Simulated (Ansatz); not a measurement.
SnH3(NEt2) (C₄H₁₃NSn). Total charge 0; triplet. Geometry PBE0-D4/def2-SVP, that of the neutral singlet; atoms count from 1.

Cartesian coordinates in Å:
```
Sn -2.0849 -0.2142 1.0770
H -2.8750 1.3058 1.0752
H -2.9976 -1.4405 0.3051
H -1.7414 -0.6884 2.6991
N -0.4152 0.0296 -0.0697
C 0.3858 1.2227 0.0938
C 1.2874 1.2420 1.3251
C 0.2675 -1.1289 -0.6094
C 0.4486 -1.0675 -2.1213
H -0.2818 2.1032 0.1210
H 1.0070 1.3653 -0.8109
H 0.6941 1.1973 2.2535
H 1.9774 0.3833 1.3326
H 1.8966 2.1595 1.3613
H 1.2565 -1.2808 -0.1273
H -0.3086 -2.0384 -0.3649
H -0.5291 -1.0007 -2.6229
H 1.0385 -0.1878 -2.4227
H 0.9739 -1.9614 -2.4946
```

In the def2 sets Sn takes a core potential; there is no spin–orbit coupling. At PBE0-D4/def2-TZVP a singlet of charge 0 lies 4.23 eV below the triplet at the same geometry.

Q: Estimate the Mulliken populations from the PBE0/def2-TZVP orbitals of Ansatz.

A: 
| atom | charge (e) | spin (α − β) |
| --- | --- | --- |
| Sn1 | -0.31 | 0.96 |
| H2 | -0.04 | -0.02 |
| H3 | -0.04 | -0.01 |
| H4 | -0.04 | 0.09 |
| N5 | 0.09 | 0.81 |
| C6 | -0.17 | -0.01 |
| C7 | -0.34 | 0.02 |
| C8 | -0.09 | -0.09 |
| C9 | -0.36 | 0.04 |
| H10 | 0.14 | 0.04 |
| H11 | 0.12 | 0.02 |
| H12 | 0.15 | 0.01 |
| H13 | 0.12 | 0.00 |
| H14 | 0.14 | 0.01 |
| H15 | 0.13 | 0.05 |
| H16 | 0.10 | 0.07 |
| H17 | 0.14 | 0.00 |
| H18 | 0.12 | 0.00 |
| H19 | 0.14 | 0.02 |
Mulliken values depend strongly on the basis.

Q: Where does the spin sit?

A: Summed by element: Sn 0.96, H 0.27, N 0.81, C -0.04, of 2 unpaired in all. Largest on single atoms: Sn1 0.96, N5 0.81, H4 0.09.

Q: And the Mayer bond orders between heavy atoms (over 0.3)?

A: N5–C6 0.96 (1.45 Å); N5–C8 0.99 (1.45 Å); C6–C7 0.99 (1.53 Å); C8–C9 1.00 (1.52 Å).
